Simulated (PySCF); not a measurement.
Ligands exchanged one at a time, Ge OH-OCH3. Isolated molecules, 0 K electronic values unless said otherwise. One relaxed conformer stands for each flexible species; it need not be the lowest. Strings in code marks are SMILES.

The four lowest singlet excitations (Tamm–Dancoff). Level of theory: PBE0-D3(BJ)/def2-TZVP // PBE0-D3(BJ)/def2-SVP run with PySCF. Excitations are Tamm–Dancoff values on a coarser integration grid. The basis has no diffuse functions, so Rydberg states are missing or too high.

```tsv
state	energy (eV)	wavelength (nm)	oscillator strength
S1	6.89	180	0.015
S2	6.89	180	0.015
S3	6.93	179	0.000
S4	7.16	173	0.035
```

**Question.** Identify which member gives these states.
A) `C[O][Ge]([OH])([OH])[OH]`
B) `C[O][Ge]([OH])([O]C)[O]C`
C) `C[O][Ge]([O]C)([O]C)[O]C`
D) `[OH][Ge]([OH])([OH])[OH]`

**Answer.** C, `C[O][Ge]([O]C)([O]C)[O]C`
